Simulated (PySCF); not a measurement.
# The second ionisation energy along the second row

Calculated with PySCF 2.14 from differences of total energies of unrestricted determinants, without spin-orbit coupling. Values in eV. The last column holds reference values (NIST; (s) semi-empirical, (t) theoretical, else measured). Unmarked ones compare directly (S terms, centres of terms, or small fine structure); those marked * lie between the lowest fine-structure levels and include a spin-orbit shift.

| element | configurations | UHF | MP2 (valence) | SCS-MP2 (valence) | CCSD (valence) | CCSD(T) (valence) | reference |
| --- | --- | --- | --- | --- | --- | --- | --- |
| Be (cc-pVDZ, non-relativistic) | [He] 2s1 → 1s2 | 18.086 | n/a | n/a | n/a | n/a | 18.211 |
| B (cc-pVDZ, non-relativistic) | [He] 2s2 → [He] 2s1 | 23.488 | 24.372 | 24.549 | 25.081 | 25.081 | 25.155 |
| C (cc-pVDZ, non-relativistic) | [He] 2s2 2p1 → [He] 2s2 | 24.189 | 24.240 | 24.193 | 24.046 | 24.063 | 24.378 |
| N (cc-pVDZ, non-relativistic) | [He] 2s2 2p2 → [He] 2s2 2p1 | 29.247 | 29.469 | 29.364 | 29.287 | 29.292 | 29.601 (s) * |
| O (cc-pVDZ, non-relativistic) | [He] 2s2 2p3 → [He] 2s2 2p2 | 34.598 | 34.988 | 34.789 | 34.787 | 34.785 | 35.121 * |
| Ne (cc-pVDZ, non-relativistic) | [He] 2s2 2p5 → [He] 2s2 2p4 | 39.416 | 40.506 | 40.457 | 40.448 | 40.459 | 40.963 * |

Question: Fill in the row of F (cc-pVDZ, non-relativistic) ([He] 2s2 2p4 → [He] 2s2 2p3).

Answer: UHF 33.410; MP2 (valence) 34.227; SCS-MP2 (valence) 34.231; CCSD (valence) 34.233; CCSD(T) (valence) 34.244; reference 34.950 (eV).

"Valence" correlates the outer s and p shells and, in groups 3 to 12 and the f block, the outer d or f shell, open or full, or the next shell where the ion has no valence electron left; the wider scheme adds the next inner shell.
